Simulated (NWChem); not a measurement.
System: SnH2OCl2; SMILES [Cl][SnH]([OH])[Cl]

Input file for NWChem:

```
start job
memory heap 200 mb stack 900 mb global 1100 mb
geometry units angstroms noautoz
  Sn    -0.350020     0.069068     0.335296
  O     -1.993695     0.242127    -0.723174
  Cl     1.006250     1.928436    -0.075892
  Cl     0.844575    -1.787826    -0.433522
  H     -0.771479    -0.070113     1.970515
  H     -1.825391     0.324759    -1.670257
end
basis spherical
  Sn library def2-svp
  O library def2-svp
  Cl library def2-svp
  H library def2-svp
end
ecp
  Sn library def2-ecp
end
dft
  xc pbe0
  iterations 150
  mulliken
end
task dft energy
```

Excerpt of the output:

```
             Northwest Computational Chemistry Package (NWChem) 7.3.0
             --------------------------------------------------------

 CS  symmetry detected

                             Geometry "geometry" -> ""
                             -------------------------

 Output coordinates in angstroms (scale by  1.889725989 to convert to a.u.)

  No.       Tag          Charge          X              Y              Z
 ---- ---------------- ---------- -------------- -------------- --------------
    1 Sn                  50.0000    -0.31422974     0.29461616     0.00000000
    2 O                    8.0000    -1.91290993    -0.84389034     0.00000000
    3 Cl                  17.0000     0.98600254    -0.23851530     1.86846469
    4 Cl                  17.0000     0.98600254    -0.23851530    -1.86846469
    5 H                    1.0000    -0.80480295     1.91642938     0.00000000
    6 H                    1.0000    -1.70451708    -1.78659469     0.00000000

 Effective nuclear repulsion energy (a.u.)     617.1051019624

      Symmetry information
      --------------------

 Group name             Cs
 Group number              2
 Group order               2
 No. of unique centers     5

                                 NWChem DFT Module
                                 -----------------

 Summary of "ao basis" -> "ao basis" (spherical)
 ------------------------------------------------------------------------------
       Tag                 Description            Shells   Functions and Types
 ---------------- ------------------------------  ------  ---------------------
 Sn                         def2-svp                10       26   4s4p2d
 O                          def2-svp                 6       14   3s2p1d
 Cl                         def2-svp                 8       18   4s3p1d
 H                          def2-svp                 3        5   2s1p

      Symmetry analysis of basis
      --------------------------

        a'         54
        a"         32

            General Information
            -------------------
          SCF calculation type: DFT
          Wavefunction type:  closed shell.
          No. of atoms     :     6
          No. of electrons :    66
           Alpha electrons :    33
            Beta electrons :    33
          Charge           :     0
          Spin multiplicity:     1
          Use of symmetry is: on ; symmetry adaption is: on
          Maximum number of iterations: 150
          AO basis - number of functions:    86
                     number of shells:    38
          Convergence on energy requested:  1.00D-06
          Convergence on density requested:  1.00D-05
          Convergence on gradient requested:  5.00D-04

              XC Information
              --------------
                         PBE0 Method XC Functional
                     Hartree-Fock (Exact) Exchange  0.250
          PerdewBurkeErnzerhof Exchange Functional  0.750
            Perdew 1991 LDA Correlation Functional  1.000 local
           PerdewBurkeErnz. Correlation Functional  1.000 non-local

             Grid Information
             ----------------
          Grid used for XC integration:  medium
          Radial quadrature: Mura-Knowles
          Angular quadrature: Lebedev.
          Tag              B.-S. Rad. Rad. Pts. Rad. Cut. Ang. Pts.
          ---              ---------- --------- --------- ---------
          Sn                  1.45      123           8.0       590
          O                   0.60       49           9.0       434
          Cl                  1.00       88          10.0       590
          H                   0.35       45          10.0       434
          Grid pruning is: on
          Number of quadrature shells:   350
          Spatial weights used:  Erf1

      Superposition of Atomic Density Guess
      -------------------------------------

 Sum of atomic energies:       -1243.43249329

      Non-variational initial energy
      ------------------------------

 Total energy =   -1208.132219
 1-e energy   =   -2401.599460
 2-e energy   =     866.901088
 HOMO         =      -0.403647
 LUMO         =      -0.030269

      Symmetry analysis of molecular orbitals - initial
      -------------------------------------------------

  Numbering of irreducible representations:

     1 a'          2 a"

  Orbital symmetries:

     1 a'          2 a"          3 a'          4 a'          5 a"
     6 a'          7 a"          8 a'          9 a'         10 a"
    11 a"         12 a'         13 a'         14 a'         15 a"
    16 a'         17 a"         18 a'         19 a'         20 a"
    21 a'         22 a'         23 a"         24 a'         25 a'
    26 a"         27 a'         28 a'         29 a"         30 a'
    31 a"         32 a"         33 a'         34 a'         35 a'
    36 a"         37 a'         38 a'         39 a'         40 a'
    41 a"         42 a'         43 a'

     ---------------------------------------------
      Total Density - Mulliken Population Analysis
     ---------------------------------------------

    Atom       Charge   Shell Charges
 -----------   ------   -------------------------------------------------------
    1 Sn  22    20.39   1.60  0.41  0.84  0.21  3.26  2.73  0.80  0.38  9.77  0.39
    2 O    8     8.92   1.99  1.11  0.68  3.08  2.05  0.00
    3 Cl  17    17.50   2.00  1.99  1.23  0.73  5.94  2.16  3.44  0.01
    4 Cl  17    17.50   2.00  1.99  1.23  0.73  5.94  2.16  3.44  0.01
    5 H    1     1.03   0.60  0.42  0.01
    6 H    1     0.66   0.53  0.07  0.06

   convergence    iter        energy       DeltaE   RMS-Dens  Diis-err
 ---------------- ----- ----------------- --------- --------- ---------
 d= 0,ls=0.0,diis     1  -1210.3775754727 -1.54D+03  2.20D-02  8.28D-01
 d= 0,ls=0.0,diis     2  -1210.2357194460  1.42D-01  1.26D-02  2.22D+00
 d= 0,ls=0.0,diis     3  -1210.4821824014 -2.46D-01  2.93D-03  5.47D-02
 d= 0,ls=0.0,diis     4  -1210.4867273510 -4.54D-03  1.22D-03  1.45D-02
 d= 0,ls=0.0,diis     5  -1210.4886532516 -1.93D-03  7.22D-05  6.33D-05
  Resetting Diis
 d= 0,ls=0.0,diis     6  -1210.4886596581 -6.41D-06  1.69D-05  2.05D-06
 d= 0,ls=0.0,diis     7  -1210.4886599072 -2.49D-07  4.16D-06  9.47D-08

         Total DFT energy =    -1210.488659907244
      One electron energy =    -2402.940733406798
           Coulomb energy =      949.487515306505
    Exchange-Corr. energy =      -83.601594775003
 Nuclear repulsion energy =      326.566152968053

 Numeric. integr. density =       66.000008267778

                  Occupations of the irreducible representations
                  ----------------------------------------------

                     irrep           alpha         beta
                     --------     --------     --------
                     a'               20.0         20.0
                     a"               13.0         13.0

                       DFT Final Molecular Orbital Analysis
                       ------------------------------------

 Vector   31  Occ=2.000000D+00  E=-3.363657D-01  Symmetry=a'
              MO Center=  4.0D-01, -1.7D-01, -1.1D-09, r^2= 5.2D+00
   Bfn.  Coefficient  Atom+Function         Bfn.  Coefficient  Atom+Function
  ----- ------------  ---------------      ----- ------------  ---------------
    52      0.388288  3 Cl py                70      0.388288  4 Cl py
    49      0.287952  3 Cl py                67      0.287952  4 Cl py
    30      0.241793  2 O  px                33      0.184403  2 O  px
    46      0.167440  3 Cl py                64      0.167440  4 Cl py
    78     -0.158447  5 H  s                 77     -0.141084  5 H  s

 Vector   32  Occ=2.000000D+00  E=-3.361972D-01  Symmetry=a"
              MO Center=  4.4D-01, -3.2D-01,  1.1D-09, r^2= 5.2D+00
   Bfn.  Coefficient  Atom+Function         Bfn.  Coefficient  Atom+Function
  ----- ------------  ---------------      ----- ------------  ---------------
    52      0.302007  3 Cl py                70     -0.302007  4 Cl py
    53      0.291598  3 Cl pz                71      0.291598  4 Cl pz
    32      0.268588  2 O  pz                49      0.219201  3 Cl py
    67     -0.219201  4 Cl py                50      0.213403  3 Cl pz
    68      0.213403  4 Cl pz                35      0.200893  2 O  pz

 Vector   33  Occ=2.000000D+00  E=-3.307937D-01  Symmetry=a"
              MO Center=  9.6D-02, -4.3D-01,  1.1D-13, r^2= 5.2D+00
   Bfn.  Coefficient  Atom+Function         Bfn.  Coefficient  Atom+Function
  ----- ------------  ---------------      ----- ------------  ---------------
    32      0.354535  2 O  pz                51      0.334296  3 Cl px
    69     -0.334296  4 Cl px                35      0.277960  2 O  pz
    48      0.239519  3 Cl px                66     -0.239519  4 Cl px
    53     -0.203105  3 Cl pz                71     -0.203105  4 Cl pz
    50     -0.148595  3 Cl pz                68     -0.148595  4 Cl pz

 Vector   34  Occ=0.000000D+00  E=-6.883511D-02  Symmetry=a'
              MO Center= -3.4D-02,  1.7D-01, -6.6D-16, r^2= 4.3D+00
   Bfn.  Coefficient  Atom+Function         Bfn.  Coefficient  Atom+Function
  ----- ------------  ---------------      ----- ------------  ---------------
     3      0.831240  1 Sn s                  4      0.591860  1 Sn s
    78     -0.479230  5 H  s                 53      0.346086  3 Cl pz
    71     -0.346086  4 Cl pz                 2     -0.295945  1 Sn s
    77     -0.233023  5 H  s                  1     -0.231356  1 Sn s
    29     -0.230745  2 O  s                 30     -0.222079  2 O  px

 Vector   35  Occ=0.000000D+00  E= 3.552842D-04  Symmetry=a'
              MO Center= -4.2D-01,  2.1D-01,  5.9D-14, r^2= 4.8D+00
   Bfn.  Coefficient  Atom+Function         Bfn.  Coefficient  Atom+Function
  ----- ------------  ---------------      ----- ------------  ---------------
    14      0.735397  1 Sn px                29      0.544616  2 O  s
    11      0.400187  1 Sn px                15      0.369221  1 Sn py
    83     -0.224185  6 H  s                 53      0.163683  3 Cl pz
    71     -0.163683  4 Cl pz                28      0.154175  2 O  s
    52     -0.153752  3 Cl py                70     -0.153752  4 Cl py

 Vector   36  Occ=0.000000D+00  E= 3.594051D-03  Symmetry=a"
              MO Center= -4.4D-01,  4.4D-01, -5.1D-14, r^2= 4.4D+00
   Bfn.  Coefficient  Atom+Function         Bfn.  Coefficient  Atom+Function
  ----- ------------  ---------------      ----- ------------  ---------------
    16      0.876078  1 Sn pz                13      0.517953  1 Sn pz
    44     -0.330172  3 Cl s                 62      0.330172  4 Cl s
    51      0.272487  3 Cl px                69     -0.272487  4 Cl px
    35     -0.188905  2 O  pz                32     -0.179059  2 O  pz
    53      0.161496  3 Cl pz                71      0.161496  4 Cl pz

     ---------------------------------------------
      Total Density - Mulliken Population Analysis
     ---------------------------------------------

    Atom       Charge   Shell Charges
 -----------   ------   -------------------------------------------------------
    1 Sn  22    21.14   1.60  0.42  1.07  0.04  3.25  2.76  1.28  0.41  9.74  0.57
    2 O    8     8.48   1.99  1.08  0.71  2.82  1.88  0.01
    3 Cl  17    17.28   2.00  1.99  1.26  0.71  5.93  2.12  3.26  0.01
    4 Cl  17    17.28   2.00  1.99  1.26  0.71  5.93  2.12  3.26  0.01
    5 H    1     1.04   0.67  0.37  0.01
    6 H    1     0.79   0.67  0.05  0.07

     -------------------------------------------
      Total Density - Lowdin Population Analysis
     -------------------------------------------

    Atom       Charge   Shell Charges
 -----------   ------   -------------------------------------------------------
    1 Sn  22    21.57   1.17  0.76  0.74  0.38  3.01  2.84  1.28  0.78  9.49  1.11
    2 O    8     8.28   1.97  0.90  0.64  2.66  2.09  0.01
    3 Cl  17    17.09   2.00  1.96  1.06  0.81  5.82  2.24  3.19  0.01
    4 Cl  17    17.09   2.00  1.96  1.06  0.81  5.82  2.24  3.19  0.01
    5 H    1     1.06   0.59  0.44  0.03
    6 H    1     0.91   0.55  0.17  0.19

     Multipole analysis of the density
     ---------------------------------

     L   x y z        total         alpha         beta         nuclear
     -   - - -        -----         -----         ----         -------
     0   0 0 0     -0.000000    -33.000000    -33.000000     66.000000

     1   1 0 0     -0.322651     -8.474639     -8.474639     16.626627
     1   0 1 0      0.197407      7.893117      7.893117    -15.588827
     1   0 0 1      0.000000      0.000000      0.000000      0.000000

     2   2 0 0    -44.880294   -143.952758   -143.952758    243.025221
     2   1 1 0      0.449641     -7.603877     -7.603877     15.657395
     2   1 0 1     -0.000000     -0.000000     -0.000000      0.000000
     2   0 2 0    -37.073675    -47.829645    -47.829645     58.585614
     2   0 1 1     -0.000000     -0.000000     -0.000000      0.000000
     2   0 0 2    -44.592994   -234.238182   -234.238182    423.883369
```

Level: PBE0/def2-SVP with def2 effective core potentials on Sn. Structure relaxed at the PBE0/def2-SVP level. def2 effective core potentials on Sn; no spin-orbit coupling.
